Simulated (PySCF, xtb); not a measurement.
CH4Cl2OSi2, SMILES Cl[Si]1(Cl)[SiH2]OC1.

GFN2-xTB (xtb 6.7.1) at its own geometry gives an orbital gap of 3.93 eV and a dipole moment of 1.36 D.

Geometry optimised at PBE0-D3(BJ)/def2-SVP. This is a generated structure with no PubChem entry under its InChIKey; it may be hypothetical.

Question: What does PBE/def2-TZVP run with PySCF give? (The exact figures need the calculation; the answer reports its results.)

Answer: gap 5.07 eV (levels -6.72 and -1.66 eV), dipole 0.56 D.
